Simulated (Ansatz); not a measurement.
A geometry relaxed with B3LYP-D3(BJ)/def2-TZVP in Ansatz (a quantum-chemistry and plane-wave program), charge 0, multiplicity 1:

```xyz
8

H     -1.6840     1.0492    -0.2974
B      1.8356     0.1960     0.0751
H     -1.6929    -0.6975    -0.6543
H     -1.6228    -0.1157     1.0093
H      2.9996     0.3820     0.1574
B      0.2703     0.0684    -0.0042
O      1.1680    -0.9624    -0.2745
C     -1.2738     0.0800    -0.0114
```

### Question
Write the SMILES of this molecule.

### Answer
`CB1BO1`
